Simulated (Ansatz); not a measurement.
Species: WO3, charge -1, multiplicity 2. SMILES of the parent species: [O]=[W](=[O])=[O]

Atoms: W1, O2, O3, O4. Bonds: W1-O2, W1-O3, W1-O4.

Bond lengths (Å) and angles (degrees) optimised at PBE/6-31G* with LANL2DZ past Ar with Ansatz (a quantum-chemistry and plane-wave program); B3LYP/LANL2DZ with Ansatz; B3LYP/6-31G* with LANL2DZ past Ar with Ansatz; MP2/6-31G* with LANL2DZ past Ar with Ansatz, each started from the B3LYP-D3(BJ)/def2-TZVP structure (Ansatz) of the last column. A row stands for all coordinates that are equal there. 6-31G* holds six Cartesian d functions. No wavenumbers were computed at PBE/6-31G* with LANL2DZ past Ar, B3LYP/LANL2DZ, MP2/6-31G* with LANL2DZ past Ar, so these may be saddle points.

| coordinate | PBE/6-31G* with LANL2DZ past Ar | B3LYP/LANL2DZ | B3LYP/6-31G* with LANL2DZ past Ar | MP2/6-31G* with LANL2DZ past Ar | B3LYP-D3(BJ)/def2-TZVP |
|---|---|---|---|---|---|
| W1-O2 | 1.764 | 1.779 | 1.759 | 1.741 | 1.764 |
| O2-W1-O3 | 114.7 | 117.3 | 116.9 | 111.3 | 115.9 |

Mean signed difference of all 3 bond lengths from B3LYP-D3(BJ)/def2-TZVP: PBE/6-31G* with LANL2DZ past Ar 0.000 Å, B3LYP/LANL2DZ 0.015 Å, B3LYP/6-31G* with LANL2DZ past Ar -0.005 Å, MP2/6-31G* with LANL2DZ past Ar -0.022 Å.
